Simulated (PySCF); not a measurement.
## Electron correlation in Tc³⁺ (technetium, charge +3)

[Kr] 4d4, high-spin 5D determinant. All numbers are calculated (PySCF 2.14, scalar relativity through the core potential, in def2-TZVPPD with the def2 core potential (28 electrons)). Frozen: 4s2 4p6; 4 electrons correlated.

```tsv
level	correlation energy (mhartree)
CCSD	-39.79
(T)	-0.28
CCSD(T)	-40.07
```

Diagnostics: T1 = 0.00041, D1 = 0.0008, largest double amplitude 0.026.

Problem. Is a single reference adequate?

Solution. Yes, within this model without spin-orbit coupling: T1 lies below 0.03 and no double amplitude reaches 0.07.
